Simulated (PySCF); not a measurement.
Unrelated species, one level of theory. Theory: TDDFT CAM-B3LYP/def2-SVPD, vertical, gas phase, core orbitals frozen in the response (PySCF). Geometries: GFN2-xTB; one conformer of each isolated species. Triplets are in the Tamm–Dancoff approximation. Ions are computed without counter-ions or solvent.

Question: Rank by computed lowest triplet energy, lowest first.
A. `N#C[C-](F)C#N`
B. `C=CP(P)CCC`
C. `C1C[C@H]2CC[C@@H]1C2`
D. `O=C[C@@H]1[SiH2]O[Si@H]1O[SiH3]`

Answer: A (2.55 eV), D (3.88 eV), B (4.07 eV), C (7.83 eV).

```
                         SMILES  T1 (eV)  HOMO (eV)  gap (eV)  f (S1)  LUMO (eV)  S1 mainly
                  N#C[C-](F)C#N     2.55      -2.22      6.94   0.000       4.72  H→L (91%)
O=C[C@@H]1[SiH2]O[Si@H]1O[SiH3]     3.88      -8.89      9.11   0.000       0.22  H→L (78%)
                     C=CP(P)CCC     4.07      -7.45      8.31   0.143       0.86  H→L (95%)
           C1C[C@H]2CC[C@@H]1C2     7.83      -9.52     10.87   0.000       1.35  H→L (95%)
```

H and L stand for HOMO and LUMO.

- `N#C[C-](F)C#N`: Löwdin shares by element: HOMO carbon 43% or more, nitrogen 36% (atoms not listed hold the other 21%); LUMO nitrogen 30%, carbon 21% or more, fluorine 19% (atoms not listed hold the other 30%).
- `O=C[C@@H]1[SiH2]O[Si@H]1O[SiH3]`: Löwdin shares by element: HOMO oxygen 56% or more, carbon 27%, hydrogen 9% or more; LUMO carbon 39%, oxygen 21% or more, silicon 16% or more (atoms not listed hold the other 24%).
- `C=CP(P)CCC`: Löwdin shares by element: HOMO phosphorus 68%, carbon 16% or more (atoms not listed hold the other 16%); LUMO carbon 52% or more, phosphorus 25% (atoms not listed hold the other 23%).
- `C1C[C@H]2CC[C@@H]1C2`: Löwdin shares by element: HOMO carbon 50% or more (atoms not listed hold the other 50%); LUMO carbon 29% or more (atoms not listed hold the other 71%).
